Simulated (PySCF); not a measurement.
# Which method gave which barrier?

Saddle point of BNH2ClF, singlet (BNH₂ClF ([NH2][B]([F])[Cl]) → BNHCl ([NH][B][Cl]) + HF; bonds formed: F2–H4; bonds broken: B1–F2, N3–H4), PBE0-D4/def2-TZVP structure:

```csv
atom,x (Å),y (Å),z (Å)
B1,-0.0931,0.3624,-0.4036
F2,-1.1813,-0.0270,1.0530
N3,0.7865,-0.5031,-0.0055
H4,-0.3272,-0.5787,1.0542
Cl5,-0.8566,1.5588,-1.3433
H6,1.6720,-0.8125,-0.3548
```

Program: PySCF 2.14 with density fitting (its default auxiliary sets; JK sets also for MP2 and CCSD(T)). Basis: def2-TZVPP, with def2-QZVPP for the basis limit. Cores are frozen in the correlated methods. Extrapolation: Hartree–Fock as exp(−7.88 √X), correlation as X^−2.97. Four methods, as single points on the PBE0-D4 structures, gave these electronic barriers from the start structure: 72.60, 79.33, 85.28, 94.10 kcal/mol.

(1) The methods were, in alphabetical order, BHLYP-D4, HF, PBE0-D4, SPW92. Which gave which? (Judge from chemistry; the calculation decides.)

No T1 diagnostic of these runs exceeds 0.015.

Results:

(1) By the calculation: SPW92 72.60; PBE0-D4 79.33; BHLYP-D4 85.28; HF 94.10 kcal/mol. For comparison, CCSD(T) at an estimated basis limit (MP2 extrapolated from triple and quadruple zeta, plus CCSD(T) − MP2 in triple zeta) gives 79.85 kcal/mol.

Labels in which every atom is bracketed show which atoms are joined, not bond orders.

For scale, one of the runs: CCSD(T)/def2-TZVPP, 163 basis functions, launched by `OMP_NUM_THREADS=4 python run.py`. Hardware: 4 CPU threads of an Arm Neoverse V2, shared host. Wall time 3 min; peak host memory 1.4 GiB.
